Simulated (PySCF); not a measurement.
Molfile (atoms numbered from 1):
```
C5H12O2Si
     RDKit          3D

 20 20  0  0  0  0  0  0  0  0999 V2000
    3.3508    0.4946   -0.6711 C   0  0  0  0  0  0  0  0  0  0  0  0
    2.1426   -0.3801   -0.9095 C   0  0  0  0  0  0  0  0  0  0  0  0
    1.0737    0.0590   -0.1040 O   0  0  0  0  0  0  0  0  0  0  0  0
   -0.2705   -0.8192    0.3030 Si  0  0  1  0  0  4  0  0  0  0  0  0
   -1.3883    0.1967    1.4066 C   0  0  0  0  0  0  0  0  0  0  0  0
   -2.3120    0.8167    0.3454 C   0  0  0  0  0  0  0  0  0  0  0  0
   -2.5578   -0.2419   -0.7358 C   0  0  0  0  0  0  0  0  0  0  0  0
   -1.3656   -0.9714   -0.9574 O   0  0  0  0  0  0  0  0  0  0  0  0
    3.1181    1.5435   -0.9078 H   0  0  0  0  0  0  0  0  0  0  0  0
    4.1951    0.1739   -1.3001 H   0  0  0  0  0  0  0  0  0  0  0  0
    3.6615    0.4442    0.3832 H   0  0  0  0  0  0  0  0  0  0  0  0
    1.8460   -0.3409   -1.9738 H   0  0  0  0  0  0  0  0  0  0  0  0
    2.3882   -1.4368   -0.6849 H   0  0  0  0  0  0  0  0  0  0  0  0
    0.1728   -2.1742    0.7356 H   0  0  0  0  0  0  0  0  0  0  0  0
   -0.8722    0.9471    2.0214 H   0  0  0  0  0  0  0  0  0  0  0  0
   -1.9507   -0.4691    2.0838 H   0  0  0  0  0  0  0  0  0  0  0  0
   -3.2642    1.1804    0.7640 H   0  0  0  0  0  0  0  0  0  0  0  0
   -1.8061    1.6849   -0.1095 H   0  0  0  0  0  0  0  0  0  0  0  0
   -3.3571   -0.9383   -0.4173 H   0  0  0  0  0  0  0  0  0  0  0  0
   -2.8837    0.2179   -1.6831 H   0  0  0  0  0  0  0  0  0  0  0  0
  1  2  1  0
  2  3  1  0
  3  4  1  0
  4  5  1  0
  5  6  1  0
  6  7  1  0
  7  8  1  0
  8  4  1  0
  1  9  1  0
  1 10  1  0
  1 11  1  0
  2 12  1  0
  2 13  1  0
  4 14  1  1
  5 15  1  0
  5 16  1  0
  6 17  1  0
  6 18  1  0
  7 19  1  0
  7 20  1  0
M  END
```

Geometry: PBE0-D3(BJ)/def2-SVP; GIAO absolute shieldings from PySCF, gas phase, non-relativistic, averaged over equivalent atoms.

At CAM-B3LYP/pcSseg-1 (203 basis functions, 42 s wall time on 1 thread of an Arm Neoverse V1, shared host):
```
     atoms  σ (ppm)
        C7    112.9
        C2    120.8
        C6    154.8
        C1    162.0
        C5    172.2
        O3    250.8
        O8    262.3
       Si4    341.7
       H14    26.56
       H20    27.22
       H12    27.46
       H13    27.69
       H19    27.75
       H18    29.59
       H17    29.62
H9/H10/H11    30.04
       H15    30.59
       H16    31.04
```

Question: Estimate the result of repeating the calculation with PBE0/pcSseg-1.

Answer: 
```tsv
atoms	σ at PBE0/pcSseg-1	change
C7	115.2	+2.3
C2	122.8	+2.0
C6	156.7	+1.9
C1	164.2	+2.2
C5	173.9	+1.7
O3	247.9	-2.9
O8	257.1	-5.2
Si4	348.1	+6.4
H14	26.36	-0.20
H20	27.14	-0.08
H12	27.38	-0.08
H13	27.61	-0.08
H19	27.69	-0.06
H18	29.52	-0.07
H17	29.52	-0.10
H9/H10/H11	30.02	-0.02
H15	30.48	-0.11
H16	30.94	-0.10
```

The largest change is at Si4 (silicon bonded to C, 2 O, H, in a 5-membered ring). Cost: 203 basis functions, 41 s wall time on 1 thread of an Arm Neoverse V1, shared host. The order of the carbon signals is the same at both levels.
